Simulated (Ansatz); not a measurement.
Species: sum formula SiN2H5 (charge 0, doublet). It need not be the lowest isomer of its formula. 
Geometry from a B3LYP-D3(BJ)/def2-TZVP (Ansatz, a quantum-chemistry and plane-wave program) optimisation:
```xyz
8

Si     0.0786    -0.4127    -0.1326
N      1.2213     0.8471    -0.5594
N     -1.2669     0.1086     0.7844
H      0.8092    -1.4214     0.6767
H     -0.4387    -0.9926    -1.3984
H      2.0149     0.5031    -1.1078
H     -1.1618     0.3544     1.7562
H     -2.0048     0.6441     0.3544
```
Charge 0, spin multiplicity 2.

Parts of the frozen-core correlation energy in cc-pV(Q+d)Z (Ansatz, hartree). Frozen orbitals: 7; correlated occupied orbitals by spin: 10 and 9; virtual: 307 and 308. Open shells are spin-unrestricted. No spin-orbit coupling. Non-relativistic.

| term | value |
|---|---|
| reference (HF) | -400.82333 |
| MP2 opposite-spin | … |
| MP2 same-spin | -0.11767 |
| CCSD correlation | … |
| (T) | … |
| T1 diagnostic | 0.013 |
| largest doubles amplitude | 0.023 |
| <S^2> of the reference | 0.759 |

Q: Some entries are withheld; supply them.

A: 
- MP2 opposite-spin, value: -0.43272
- CCSD correlation, value: -0.58260
- (T), value: -0.02177
